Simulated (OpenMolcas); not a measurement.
**Levels of Bi+ by method**

```
Program             : OpenMolcas
Basis               : ANO-RCC-VTZP [8s7p5d3f2g]
Scalar Hamiltonian  : DKH2, point nucleus
Active space        : 4 electrons in 4 orbitals (6s 6p)
State averaging     : 2S+1 = 3 even, 6 roots (3 in the spin-orbit step); 2S+1 = 1 even, 6 roots kept (CI in the orbitals of an earlier block); 2S+1 = 5 odd, 1 root; 2S+1 = 3 odd, 9 roots kept (CI in the orbitals of an earlier block); 2S+1 = 1 odd, 8 roots kept (CI in the orbitals of an earlier block)
Spin-orbit coupling : state interaction with AMFI integrals over the reference wave functions, term energies averaged over their components
```

Methods on the same reference wave functions:
A. CASSCF
B. SS-CASPT2, IPEA 0.25 Eh, imaginary shift 0.1 Eh (closed shells correlated: 5d)

Energies in cm⁻¹ above 6s² 6p² ³P₀, the measured ground level; measured values from NIST Handbook of Basic Atomic Spectroscopic Data.

```tsv
Level	A	B	Measured
6s² 6p² ³P₀	0.0	0.0	0.0
6s² 6p² ³P₁	11448	11530	13325
6s² 6p² ³P₂ [54 %]	16239	15200	
6s² 6p² ¹D₂ [54 %]	31506	29980	
6s² 6p² ¹S₀	41825	41450	44174
6s 6p³ ⁵S°₂	65422	75060	76149
6s 6p³ ³D°₁	93575	87400	
6s 6p³ ³D°₂ [74 %]	94343	90060	
6s 6p³ ³D°₃	99406	93670	96062
6s 6p³ ³P°₀	108871	105680	
6s 6p³ ³P°₁ [69 %]	111110	106430	
6s 6p³ ³S°₁ [52 %]	131287	115380
```

Deviations, from unrounded energies. A percentage is the sum of absolute deviations over the sum of measured energies, with the sign that they share, or ± where signs differ.

```
                        Against measurement  Levels      A      B
             mean absolute deviation (cm-1)       4   4600   2000
      fine structure of the ground term (%)       1  -14.1  -13.5
other terms of the ground configuration (%)       1   -5.3   -6.2
                   other configurations (%)       2   ±8.2   -2.0
```

B lies closest to measurement on these levels. The largest miss of B in the table is 6s² 6p² ¹S₀, by -2700 cm-1. The ranking rests on the paired levels alone, and a cruder setting can come out closer through cancelling errors.

From A to B the spin-free energies of the other terms of 6s² 6p² shown, above ³P, scale by factors of 0.70 to 0.97.

The lowest spin-free term lies below A's lowest term by 0.457 hartree in B.

Term energies are means over components that CASPT2 splits; among the terms shown or strongly mixed into the levels shown the widest spread is 990 cm-1 (6s 6p³ ³D°, B). Over all roots computed the reference weight is 0.80 to 0.93 in B; the roots of lowest weight are the least certain, and an intruder state may touch them. Some high roots are left out of the spin-orbit mixing, which shifts the levels that they would mix with. Terms from blocks run as CI alone lack orbitals of their own. Terms of s pⁿ other than that of highest spin mix with s² pⁿ⁻² d, which this space lacks; all of them can be thousands of cm-1 off, and some have no real level of that name. Spin-orbit splittings of 6p shells tend to come out small when the coupling is added on scalar orbitals. Computed and measured levels are paired by configuration, term and J; levels that our copy of the source lacks, or whose pairing is in doubt (as where it misses far off the trend of its configuration), stay unpaired and out of the deviations. Where the source uses jj or jK labels, the order within each J decides. Levels of configurations outside the active space are missing. Levels that lie high or do not pair safely by name in every column are left out.

A share in square brackets marks a mixed level and gives the weight of the term that names it, the lowest over the columns. ° marks odd parity.
